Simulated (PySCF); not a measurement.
Computed shifts of a molecule CH₇FOSi₂, HF/pcSseg-1 (PySCF), GIAO, gas phase, atoms alike by connectivity averaged where their shifts nearly agree, in ppm (number of nuclei): ²⁹Si: -25.1 (1), -62.0 (1). ¹³C: 69.5 (1). ¹⁹F: -250.8 (1). ¹H: 5.04 (1), 4.98 (2), 4.80 (1), 4.26 (1), 3.97 (1), 1.32 (1). References: ¹⁷O against H2O (σ = 333.0 ppm); ²⁹Si against TMS (σ = 393.8 ppm); ¹³C against TMS (σ = 192.6 ppm); ¹⁹F against CFCl3 (σ = 238.5 ppm); ¹H against TMS (σ = 31.99 ppm), references at their B3LYP-D3(BJ)/def2-TZVP geometries, non-relativistic. Geometry: r2SCAN-D4/def2-SVP. One conformer was computed; it need not be the lowest.

Q: Identify the compound among the candidates.
A) O[SiH2][SiH2]CF
B) FC[SiH2]O[SiH3]
C) F[SiH2]OC[SiH3]
D) O[SiH2]C[SiH2]F

A: A, O[SiH2][SiH2]CF
